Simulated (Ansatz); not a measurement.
`B[SiH2]C(O)F` + CH₄ → `C[SiH2]C(O)F` + BH₃  (formal exchange of groups at the Si–B bond)

Computed with Ansatz on PBE0-D4/def2-TZVP structures; ΔE is electronic, products minus reactants. CCSD(T)/CBS is the MP2 limit (def2-TZVPP, def2-QZVPP) plus CCSD(T) − MP2 in def2-TZVPP, frozen cores. This one scheme is used for every species. Functionals use def2-TZVPP. B3LYP here is the variant with VWN-RPA as its local correlation; programs differ in this. One conformer a species, not always the lowest.

```json
{"level": "PBE-D4", "ΔE (kJ/mol)": "-0.7", "difference from CCSD(T)/CBS": "11.9"}
{"level": "r2SCAN-D4", "ΔE (kJ/mol)": "-7.2", "difference from CCSD(T)/CBS": "5.4"}
{"level": "PBE0-D4", "ΔE (kJ/mol)": "-5.4", "difference from CCSD(T)/CBS": "7.2"}
{"level": "B3LYP-D4", "ΔE (kJ/mol)": "-9.6", "difference from CCSD(T)/CBS": "3.0"}
{"level": "ωB97X-V", "ΔE (kJ/mol)": "-11.4", "difference from CCSD(T)/CBS": "1.2"}
{"level": "ωB97M-V", "ΔE (kJ/mol)": "-15.3", "difference from CCSD(T)/CBS": "-2.7"}
{"level": "B2PLYP", "ΔE (kJ/mol)": "-12.2", "difference from CCSD(T)/CBS": "0.4"}
{"level": "PBE", "ΔE (kJ/mol)": "0.5", "difference from CCSD(T)/CBS": "13.1"}
{"level": "r2SCAN", "ΔE (kJ/mol)": "-6.9", "difference from CCSD(T)/CBS": "5.7"}
{"level": "PBE0", "ΔE (kJ/mol)": "-4.4", "difference from CCSD(T)/CBS": "8.2"}
{"level": "B3LYP", "ΔE (kJ/mol)": "-7.8", "difference from CCSD(T)/CBS": "4.8"}
{"level": "HF/def2-TZVPP", "ΔE (kJ/mol)": "-17.2", "difference from CCSD(T)/CBS": "-4.6"}
{"level": "MP2/def2-TZVPP", "ΔE (kJ/mol)": "-18.8", "difference from CCSD(T)/CBS": "-6.2"}
{"level": "SCS-MP2/def2-TZVPP", "ΔE (kJ/mol)": "-18.1", "difference from CCSD(T)/CBS": "-5.5"}
{"level": "CCSD/def2-TZVPP", "ΔE (kJ/mol)": "-12.3", "difference from CCSD(T)/CBS": "0.3"}
{"level": "CCSD(T)/def2-TZVPP", "ΔE (kJ/mol)": "-11.9", "difference from CCSD(T)/CBS": "0.7"}
{"level": "HF/def2-QZVPP", "ΔE (kJ/mol)": "-17.9", "difference from CCSD(T)/CBS": "-5.3"}
{"level": "MP2/def2-QZVPP", "ΔE (kJ/mol)": "-19.4", "difference from CCSD(T)/CBS": "-6.8"}
{"level": "SCS-MP2/def2-QZVPP", "ΔE (kJ/mol)": "-18.6", "difference from CCSD(T)/CBS": "-6.0"}
{"level": "HF/CBS(def2)", "ΔE (kJ/mol)": "-18.0", "difference from CCSD(T)/CBS": "-5.4"}
{"level": "MP2/CBS(def2)", "ΔE (kJ/mol)": "-19.5", "difference from CCSD(T)/CBS": "-6.9"}
{"level": "CCSD/CBS(def2)", "ΔE (kJ/mol)": "-13.0", "difference from CCSD(T)/CBS": "-0.4"}
{"level": "CCSD(T)/CBS", "ΔE (kJ/mol)": "-12.6", "difference from CCSD(T)/CBS": "0"}
```

Largest T1 diagnostic among the species: 0.012.

From PBE to PBE0 (25 % exact exchange), in def2-TZVPP and without D4, ΔE moves by −4.9 kJ/mol.
